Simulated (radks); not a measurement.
The numbers below are computed, except where a source is named.
Coulomb parameter of the 4f shell of neutral thulium in the model configuration [Xe] 4f11.5 6s2 6p1.5, as a second difference U = [E(n + 0.5) + E(n - 0.5) - 2 E(n)] / (0.5)^2 with all orbitals relaxed. "Bare": the charge of the atom changes with n. "Screened": the 6p shell takes up the change at fixed total charge, which measures U(4f,4f) + U(6p,6p) - 2 U(4f,6p). Code: a radial shooting solver on a logarithmic mesh with Libxc functionals. Model: Dirac Kohn-Sham, PBE, spin-unpolarised, spherical densities, point nucleus; open shells are shared between the two j in proportion to 2j + 1.

\begin{tabular}{lrr}
case & configuration & E - E(n) (eV) \\ \hline
start & [Xe] 4f11.5 6s2 6p1.5 & 0.000 \\
bare +0.5 & [Xe] 4f12 6s2 6p1.5 & -7.082 \\
bare -0.5 & [Xe] 4f11 6s2 6p1.5 & 11.141 \\
screened +0.5 & [Xe] 4f12 6s2 6p1 & -6.452 \\
screened -0.5 & [Xe] 4f11 6s2 6p2 & 8.984 \\
\end{tabular}

U(bare) = 16.235 eV, U(screened by 6p) = 10.124 eV, against the Slater integral F0(4f,4f) = 34.297 eV with frozen orbitals. The step up makes a negative ion, whose loosely bound charge lowers the bare value.
